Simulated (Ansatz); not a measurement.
Basis-set extrapolation for CH6AlNSi, SMILES `[SiH3][CH]1[NH][AlH]1` (PBE0-D4/def2-TZVP geometry, frozen core, Ansatz 0.2.0). Multiplicity 1, RHF reference.

```csv
,def2-TZVPP,def2-QZVPP
HF,-626.659019,-626.679969
MP2 correlation,-0.583759,-0.624178
CCSD(T) correlation,-0.650973,not run
```

Energies in hartree. Use E(X) = E(∞) + A·exp(−7.88·√X) for Hartree–Fock and E(X) = E(∞) + B·X^(−2.97) for correlation, with X = 3 and 4, and add CCSD(T) minus MP2 of the smaller set to the MP2 limit.

Q: What is the CCSD(T) energy at the basis-set limit?

A: HF limit: -626.679969 + (-0.020950) × 0.13774 = -626.68285. MP2 limit: -0.624178 + (-0.040419) × 0.74074 = -0.65412. Higher-order term: -0.650973 − (-0.583759) = -0.06721. Total: -627.40418 hartree, 247.3 kJ/mol below CCSD(T)/def2-TZVPP.
